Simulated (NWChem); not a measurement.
# WN2H4O2; SMILES [NH]=[W]([NH2])(=[O])[OH]

```xyz
9

W      0.0331    -0.0128    -0.0204
O      0.8547     0.0169    -1.5213
N      1.1306     0.0845     1.3482
H      2.0929     0.1417     1.6714
O     -0.9910    -1.6102     0.0954
H     -1.0293    -2.2001     0.8544
N     -1.0898     1.5712     0.1052
H     -1.5437     1.9907    -0.7021
H     -1.1633     2.1741     0.9181
```
Atoms are numbered in this order, from 1.

All runs: NWChem. All runs use the structure optimised with PBE0/def2-SVP. Not confirmed as a minimum by frequencies. def2 effective core potentials on W; no spin-orbit coupling. Level r2SCAN/def2-SVP: energy and gradient on several grids; changes count from the extra-fine grid, which is no exact limit either.

**Question.** Which is the coarsest grid (fine; xcoarse; coarse; medium; xfine) from which on the energy stays within 50 μHa and each gradient component within 100 μHa/bohr of xfine?

**Answer.** fine.
```csv
grid,size of the energy change (μHa),largest change of a gradient component (μHa/bohr),"time, medium = 1 (rough)"
xcoarse,7000,20000,about 1
coarse,300,700,about 1
medium,300,200,about 1
fine,30,60,about 1
xfine,< 10,< 30,2
```
